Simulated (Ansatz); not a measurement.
Start from `[SiH3][N]([SiH3])[InH2]` and change one atom or group to get `CBN([SiH3])[SiH3]`.

Ansatz, PBE0-D4/def2-TZVP geometries, multiplicity 1. Each molecule was computed in one conformer, which needn't be the lowest.

Elements past krypton have def2 core potentials.

```json
{"property": "LUMO energy (ωB97M-V/def2-TZVPP) / eV", "`[SiH3][N]([SiH3])[InH2]`": "-0.31"}
{"property": "HOMO–LUMO gap (PBE0/def2-TZVPP) / eV", "`[SiH3][N]([SiH3])[InH2]`": "5.72"}
{"property": "HOMO–LUMO gap (ωB97M-V/def2-TZVPP) / eV", "`[SiH3][N]([SiH3])[InH2]`": "9.38"}
{"property": "HOMO energy (B3LYP/def2-TZVPP) / eV", "`[SiH3][N]([SiH3])[InH2]`": "-7.24"}
{"property": "HOMO–LUMO gap (PBE/def2-TZVPP) / eV", "`[SiH3][N]([SiH3])[InH2]`": "3.80"}
{"property": "HOMO energy (PBE/def2-TZVPP) / eV", "`[SiH3][N]([SiH3])[InH2]`": "-6.24"}
```

Q: Give the same properties after the change, and the shifts. (Estimate.)

A: Computed: 
```json
{"property": "LUMO energy (ωB97M-V/def2-TZVPP) / eV", "`CBN([SiH3])[SiH3]`": "1.67", "shift": "1.98"}
{"property": "HOMO–LUMO gap (PBE0/def2-TZVPP) / eV", "`CBN([SiH3])[SiH3]`": "8.01", "shift": "2.29"}
{"property": "HOMO–LUMO gap (ωB97M-V/def2-TZVPP) / eV", "`CBN([SiH3])[SiH3]`": "12.12", "shift": "2.74"}
{"property": "HOMO energy (B3LYP/def2-TZVPP) / eV", "`CBN([SiH3])[SiH3]`": "-7.99", "shift": "-0.75"}
{"property": "HOMO–LUMO gap (PBE/def2-TZVPP) / eV", "`CBN([SiH3])[SiH3]`": "5.80", "shift": "2.00"}
{"property": "HOMO energy (PBE/def2-TZVPP) / eV", "`CBN([SiH3])[SiH3]`": "-6.96", "shift": "-0.72"}
```

With PBE0 the HOMO falls by 0.76 eV and the LUMO rises by 1.53 eV, so the gap widens by about 2.29 eV. PBE moves the HOMO by -0.72 eV and ωB97M-V by -0.77 eV.

B3LYP here is the variant with VWN-RPA as its local correlation; programs differ in this.
